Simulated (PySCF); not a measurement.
Gas-phase reaction: 3 GeF₄ + 2 Ge₂H₆ = 3 GeH₄ + 4 GeF₃

Computed with PySCF and rigid-rotor harmonic-oscillator thermochemistry at 1 bar. † marks an energy on the PBE0/def2-TZVP geometry and frequencies. CCSD(T) freezes the core. Open shells (unrestricted): GeF₃ (multiplicity 2); the rest are closed-shell singlets. Ge: all electrons, no relativistic terms. GeF₃: computed as isolated molecules; such fragments, hydroxides, amides, oligomers or adducts are transient or little studied in the gas. CCSD(T) isn't extrapolated to the basis-set limit.

CCSD(T)/def2-TZVPP† gives ΔH°(298 K) = 610 kJ.

What do ωB97M-V/def2-TZVP†, CCSD(T)/def2-SVP†, r2SCAN/def2-TZVP† give?

ωB97M-V/def2-TZVP†: 541 kJ; CCSD(T)/def2-SVP†: 587 kJ; r2SCAN/def2-TZVP†: 519 kJ. For scale, ΔH°(298 K) is 610 kJ at this level, 541 kJ at ωB97M-V/def2-TZVP†, and runs from 415 to 611 kJ over the 19 levels computed.
